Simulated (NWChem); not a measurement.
CH$_{3}$FSe; SMILES F[Se]C

All runs: NWChem. The geometry was optimised at PBE0/def2-SVP. Ions are spin-unrestricted doublets at the neutral geometry; other ion states weren't tried.

**Question.** Estimate the computed values for PBE0/def2-SVP. Quantities: vertical ionisation energy, ΔSCF (eV); −ε(HOMO) (eV).

**Answer.** 
* **vertical ionisation energy, ΔSCF (eV)**: 9.02
* **−ε(HOMO) (eV)**: 6.41
